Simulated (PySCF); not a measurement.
From one molecule to another.

First species: C7H14NP.
Numbering: `[CH3:1][CH2:2][CH2:3][P@@:4]1(=[NH:5])[CH:6]=[C:7]1[CH2:8][CH3:9]` (hydrogens: H10, H11, H12 on C1; H13, H14 on C2; H15, H16 on C3; H17 on N5; H18 on C6; H19, H20 on C8; H21, H22, H23 on C9)

Geometry (GFN2-xTB, Å), atoms numbered from 1 in this order:
```
atom  x, y, z in Å
C1    -3.218   -0.860   -0.848
C2    -1.825   -0.255   -0.727
C3    -1.721    0.667    0.485
P4    -0.093    1.492    0.522
N5    -0.292    2.986    0.116
C6     1.102    0.646    1.588
C7     1.271    0.316    0.290
C8     2.219   -0.463   -0.535
C9     3.238   -1.208    0.324
H10   -3.962   -0.077   -0.971
H11   -3.465   -1.431    0.045
H12   -3.272   -1.524   -1.707
H13   -1.587    0.316   -1.627
H14   -1.085   -1.054   -0.634
H15   -1.869    0.110    1.412
H16   -2.447    1.479    0.425
H17    0.546    3.550    0.091
H18    1.595    0.455    2.523
H19    2.730    0.226   -1.216
H20    1.662   -1.168   -1.158
H21    3.922   -1.772   -0.305
H22    3.815   -0.505    0.921
H23    2.732   -1.898    0.995
```

Second species: C7H5FS2.
SMILES: `Cc1csc2c(F)csc12`

Levels: PBE0/pcSseg-1 for dipole moment, HOMO energy, LUMO energy and HOMO–LUMO gap; GFN2-xTB for rotational constant A and rotational constant C. Geometries: GFN2-xTB. Each structure is a single optimised conformer of the isolated species, non-relativistic unless stated; the electronic structure was computed with PySCF and density fitting.

The conformers computed, where there is a choice (atom-mapped SMILES and torsion angles):
- `[CH3:1][CH2:2][CH2:3][P@@:4]1(=[NH:5])[CH:6]=[C:7]1[CH2:8][CH3:9]`: C1–C2–C3–P4 -175°, C2–C3–P4–N5 107°, C6–C7–C8–C9 7°

| property | column X | column Y |
| --- | --- | --- |
| dipole moment | 3.48 D | 2.14 D |
| HOMO energy | -6.01 eV | -6.39 eV |
| LUMO energy | -0.17 eV | -1.01 eV |
| HOMO–LUMO gap | 5.84 eV | 5.38 eV |
| rotational constant A | 1.731 GHz | 1.413 GHz |
| rotational constant C | 0.647 GHz | 0.601 GHz |

Q: Which column belongs to which species?

A: Column X is the first species and column Y the second. The first has 23 atoms and 78 electrons, the second 15 and 88.

Q: How does each property change from the first species to the second?

A: dipole moment -1.34 D; HOMO energy -0.38 eV; LUMO energy -0.84 eV; HOMO–LUMO gap -0.46 eV; rotational constant A -0.318 GHz; rotational constant C -0.046 GHz.

On the first: The dipole equals about 11.6 × 10⁻³⁰ C·m (1 D = 3.33564 × 10⁻³⁰ C·m). GFN2-xTB frequencies show an imaginary mode (46i cm⁻¹), so this geometry is no minimum at that level.

On the second: A dipole of 2.14 D is allowed in Cs, and pure rotational transitions are dipole-allowed. The dipole equals about 7.1 × 10⁻³⁰ C·m (1 D = 3.33564 × 10⁻³⁰ C·m).
